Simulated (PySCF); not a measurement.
Fluorine: a sound run and one with changed settings

Sound run: F⁺ [He] 2s2 2p4, F²⁺ [He] 2s2 2p3. Calculation: PySCF 2.14, in 6-31G*; no relativity, point nucleus. In the sound run the correlated levels freeze 1s2. The sound run starts from symmetry-adapted Hartree-Fock orbitals and uses a fine grid where one is needed.

Changed run: all electrons correlated in a basis built for the valence shell.

```tsv
species	method	sound run (hartree)	changed run (hartree)	converged
F⁺	MP2	-98.86553	-98.86671	yes
F⁺	CCSD(T)	-98.87940	-98.88048	yes
F²⁺	MP2	-97.60590	-97.60693	yes
F²⁺	CCSD(T)	-97.61851	-97.61947	yes
```

Ionisation energy of F⁺:

| method | sound run (eV) | changed run (eV) |
| --- | --- | --- |
| UHF | 33.437 | 33.437 |
| MP2 | 34.276 | 34.280 |
| SCS-MP2 | 34.258 | 34.259 |
| CCSD | 34.296 | 34.299 |
| CCSD(T) | 34.311 | 34.314 |

A valence basis has no tight correlating functions, so it recovers only part of the core correlation, and not evenly between atom and ion.

For comparison, NIST gives 34.971 eV between the lowest levels.
